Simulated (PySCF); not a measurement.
C₃H₈OSi (SMILES C=C[SiH2]OC), singlet, geometry from GFN2-xTB, atoms displaced at random by about 0.03 Å a coordinate; PySCF with TPSS/6-31G, gradient.

Here is a job for PySCF.
```python
from pyscf import gto, scf, dft

mol = gto.M(
    atom='''
Si    0.04363852   -0.78878860    0.40329559
C    -1.75641092   -0.29771196   -0.01118711
C    -2.10740583    0.75912855   -0.54505827
O     0.88339678    0.46363451   -0.14739886
C     2.27033840    0.72220061   -0.13583438
H     0.30974750   -0.93416477    1.81653422
H     0.52738479   -1.97847405   -0.28023362
H    -2.50726662   -1.03119916    0.36886414
H    -3.21610199    0.98196023   -0.72426171
H    -1.45657511    1.51418779   -0.89553702
H     2.61895818    0.68187825    0.88646983
H     2.49159105    1.70862860   -0.61702670
H     2.79735399   -0.10586958   -0.74044832
''',
    basis='6-31g',
    verbose=4,
)

mf = dft.RKS(mol)
mf.xc = 'tpss'
mf.conv_tol = 1e-4
mf.kernel()
g = mf.nuc_grad_method()
grad = g.kernel()
```

It wrote (shortened):

```
PySCF version 2.14.0

[INPUT] verbose = 4
[INPUT] num. atoms = 13
[INPUT] num. electrons = 48
[INPUT] charge = 0
[INPUT] spin (= nelec alpha-beta = 2S) = 0
[INPUT] symmetry False subgroup None
[INPUT] Mole.unit = angstrom
[INPUT] Symbol           X                Y                Z      unit          X                Y                Z       unit  Magmom
[INPUT]  1 Si     0.043638520000  -0.788788600000   0.403295590000 AA    0.082464851281  -1.490594424179   0.762118212345 Bohr   0.0
[INPUT]  2 C     -1.756410920000  -0.297711960000  -0.011187110000 AA   -3.319135600995  -0.562594068407  -0.021140574025 Bohr   0.0
[INPUT]  3 C     -2.107405830000   0.759128550000  -0.545058270000 AA   -3.982419852012   1.434545052838  -1.030010852229 Bohr   0.0
[INPUT]  4 O      0.883396780000   0.463634510000  -0.147398860000 AA    1.669377973523   0.876142245797  -0.278543476473 Bohr   0.0
[INPUT]  5 C      2.270338400000   0.722200610000  -0.135834380000 AA    4.290317786083   1.364761359894  -0.256689776500 Bohr   0.0
[INPUT]  6 H      0.309747500000  -0.934164770000   1.816534220000 AA    0.585337942769  -1.765315570517   3.432752171700 Bohr   0.0
[INPUT]  7 H      0.527384790000  -1.978474050000  -0.280233620000 AA    0.996612815361  -3.738774099059  -0.529564792695 Bohr   0.0
[INPUT]  8 H     -2.507266620000  -1.031199160000   0.368864140000 AA   -4.738047233064  -1.948683992282   0.697052201773 Bohr   0.0
[INPUT]  9 H     -3.216101990000   0.981960230000  -0.724261710000 AA   -6.077551949769   1.855635899915  -1.368656274409 Bohr   0.0
[INPUT] 10 H     -1.456575110000   1.514187790000  -0.895537020000 AA   -2.752528037758   2.861400224260  -1.692319702209 Bohr   0.0
[INPUT] 11 H      2.618958180000   0.681878250000   0.886469830000 AA    4.949113691889   1.288563142798   1.675185196390 Bohr   0.0
[INPUT] 12 H      2.491591050000   1.708628600000  -0.617026700000 AA    4.708424698917   3.228840102599  -1.166011474544 Bohr   0.0
[INPUT] 13 H      2.797353990000  -0.105869580000  -0.740448320000 AA    5.286232914559  -0.200064511123  -1.399244534194 Bohr   0.0

nuclear repulsion = 227.897884931932
number of shells = 43
number of NR pGTOs = 166
number of NR cGTOs = 65
basis = 6-31g
ecp = {}

******** <class 'pyscf.dft.rks.RKS'> ********
method = RKS
initial guess = minao
damping factor = 0
level_shift factor = 0
DIIS = <class 'pyscf.scf.diis.CDIIS'>
diis_start_cycle = 1
diis_space = 8
diis_damp = 0
SCF conv_tol = 0.0001
SCF conv_tol_grad = None
SCF max_cycles = 50
direct_scf = True
direct_scf_tol = 1e-13
XC library pyscf.dft.libxc version 7.1.2
    S. Lehtola, C. Steigemann, M. J. T. Oliveira, and M. A. L. Marques,  SoftwareX 7, 1–5 (2018)
XC functionals = tpss
    J. Tao, J. P. Perdew, V. N. Staroverov, and G. E. Scuseria,  Phys. Rev. Lett. 91, 146401 (2003)
    J. P. Perdew, J. Tao, V. N. Staroverov, and G. E. Scuseria,  J. Chem. Phys. 120, 6898 (2004)
    J. Tao, J. P. Perdew, V. N. Staroverov, and G. E. Scuseria,  Phys. Rev. Lett. 91, 146401 (2003)
    J. P. Perdew, J. Tao, V. N. Staroverov, and G. E. Scuseria,  J. Chem. Phys. 120, 6898 (2004)
radial grids:
    Treutler-Ahlrichs [JCP 102, 346 (1995); DOI:10.1063/1.469408] (M4) radial grids

becke partition: Becke, JCP 88, 2547 (1988); DOI:10.1063/1.454033
pruning grids: <function nwchem_prune>
grids dens level: 3
symmetrized grids: False
atomic radii adjust function: <function treutler_atomic_radii_adjust>
small_rho_cutoff = 0
Set gradient conv threshold to 0.01
Initial guess from minao.
tot grids = 154080
init E= -484.128232920339
  HOMO = -0.331149442964274  LUMO = -0.0871681260720698  gap/eV = 6.63907
cycle= 1 E= -483.601562446518  delta_E= 0.527  |g|= 0.832  |ddm|= 3.24
  HOMO = -0.0523332020950853  LUMO = 0.0387323079939503  gap/eV = 2.47802
cycle= 2 E= -483.054443805617  delta_E= 0.547  |g|= 1.79  |ddm|=  3.2
  HOMO = -0.227979666542309  LUMO = 0.0131217841233755  gap/eV = 6.56070
cycle= 3 E= -483.743512613606  delta_E= -0.689  |g|= 0.198  |ddm|= 2.62
  HOMO = -0.222263867416763  LUMO = -0.0100967509086056  gap/eV = 5.77336
cycle= 4 E= -483.75220948489  delta_E= -0.0087  |g|= 0.085  |ddm|= 0.317
  HOMO = -0.223383702142975  LUMO = -0.000432633636402668  gap/eV = 6.06681
cycle= 5 E= -483.754041021678  delta_E= -0.00183  |g|= 0.0231  |ddm|= 0.11
  HOMO = -0.224197311120762  LUMO = -0.000432678372152218  gap/eV = 6.08895
cycle= 6 E= -483.754165176825  delta_E= -0.000124  |g|= 0.00986  |ddm|= 0.0291
  HOMO = -0.224347883795619  LUMO = -0.000870483165323011  gap/eV = 6.08113
cycle= 7 E= -483.754195538275  delta_E= -3.04e-05  |g|= 0.000831  |ddm|= 0.0137
  HOMO = -0.224565628137374  LUMO = -0.000678603544623568  gap/eV = 6.09228
Extra cycle  E= -483.75419528145  delta_E= 2.57e-07  |g|= 0.00142  |ddm|= 0.00281
converged SCF energy = -483.75419528145

******** <class 'pyscf.grad.rks.Gradients'> for <class 'pyscf.dft.rks.RKS'> ********
unit = Eh/Bohr
grid_response = False
--------------- RKS gradients ---------------
         x                y                z
0 Si     0.0504227292     0.0324681341    -0.0056547960
1 C    -0.0436679150     0.1610261544    -0.0894171809
2 C     0.0934927408    -0.1307107266     0.0726316878
3 O    -0.0248174168    -0.0696255967     0.0317493165
4 C    -0.0232080845     0.0127999359     0.0300290678
5 H     0.0004942357     0.0064752889    -0.0253911718
6 H    -0.0018767742     0.0212016147     0.0077626778
7 H    -0.0062128937    -0.0076629318     0.0072894522
8 H    -0.0266393951     0.0022931348    -0.0038106239
9 H    -0.0169885662    -0.0162129922     0.0073193874
10 H    -0.0114255387    -0.0043754309    -0.0103973061
11 H     0.0046939792     0.0131670734    -0.0086795803
12 H     0.0057135149    -0.0208040740    -0.0134512468
----------------------------------------------
```
